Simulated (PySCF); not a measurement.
Assigning NMR signals

Structure with atom numbers: `[CH2:1]=[CH:2][Si@@H:3]1[NH:4][SiH2:5][NH:6][SiH2:7][N:8]1[CH:9]=[O:10]`. Each H is labelled by its parent atom. Ha(Si5), Ha(Si7) are cis to C2 on the ring; Ha(C1) is cis to Si3; Hb(Si5), Hb(Si7) are trans to C2 on the ring; Hb(C1) is trans to Si3.

One conformer, no solvent, non-relativistic Hamiltonian. Structure optimised with GFN2-xTB; NMR shieldings at PBE0/pcSseg-1/GIAO; PySCF 2.14.

Scale: TMS for $^{13}$C and $^{1}$H (reference shieldings calculated alike).

Task: Assign these signals to the numbered atoms. $^{13}$C{$^{1}$H} NMR (computed): δ 172.1 (CH), 146.2 (CH2), 144.8 (CH).

Result: 
```tsv
δ (ppm)	atoms	environment	reason
172.1	C9	amide carbonyl carbon	it is a carbonyl in resonance with an O or N lone pair, the region of acids, esters and amides
146.2	C1	terminal =CH2 carbon	the olefinic region
144.8	C2	alkene CH	as expected for a trigonal carbon in a double bond
```

C1 and C2 lie closer than the usual error of such a calculation, so a measured spectrum could show them in the other order.

Task: Assign these signals to the numbered atoms. $^{1}$H NMR (400 MHz, computed): δ 8.17 (s, 1H), 6.64 (m, 1H), 6.53 (m, 1H), 6.36 (m, 1H), 5.67 (m, 1H), 5.58 (m, 1H), 5.53 (m, 1H), 5.53 (m, 1H), 5.47 (m, 1H), -0.22 (br s, 1H), -0.61 (br s, 1H).

Result: 
| δ (ppm) | atoms | environment | reason |
| --- | --- | --- | --- |
| 8.17 | H(C9) | hydrogen on an amide carbonyl carbon | – |
| 6.64 | Hb(C1) | hydrogen on a terminal =CH2 carbon | olefinic region |
| 6.53 | H(C2) | hydrogen on an alkene CH | attached to an sp2 carbon and in the plane of the double bond |
| 6.36 | Ha(C1) | hydrogen on a terminal =CH2 carbon | attached to an sp2 carbon and in the plane of the double bond |
| 5.67 | H(Si3) | hydrogen on a silicon bonded to C, 2 N, in a 6-membered ring | – |
| 5.58 | Ha(Si7) | hydrogen on a silicon bonded to 2 N, in a 6-membered ring | – |
| 5.53 | Hb(Si5) | hydrogen on a silicon bonded to 2 N, in a 6-membered ring | – |
| 5.53 | Ha(Si5) | hydrogen on a silicon bonded to 2 N, in a 6-membered ring | – |
| 5.47 | Hb(Si7) | hydrogen on a silicon bonded to 2 N, in a 6-membered ring | – |
| -0.22 | H(N4) | hydrogen on a nitrogen bonded to 2 Si, in a 6-membered ring | exchangeable, gas-phase position |
| -0.61 | H(N6) | hydrogen on a nitrogen bonded to 2 Si, in a 6-membered ring | – |

Hb(C1) and H(C2); H(Si3) and Ha(Si7); Ha(Si7) and Hb(Si5); Hb(Si5) and Ha(Si5); Ha(Si5) and Hb(Si7) lie closer than the usual error of such a calculation, so a measured spectrum could show them in the other order.

Exchangeable OH/NH protons stand at their gas-phase positions; hydrogen bonding in a real sample shifts them, mostly to higher δ. Shifts are as computed. Against solution values, carbons near 30 ppm lie about +3 ppm off and those near 130 ppm about +5 ppm. Of 1211 compounds with measured shifts, 218 miss one by over three times the rms of a fit or turn the order of signals round; such compounds aren't used in these exercises. Multiplicities follow the n + 1 count of equivalent neighbours, as no J values were calculated; m marks all less simple cases, F and P coupling included.
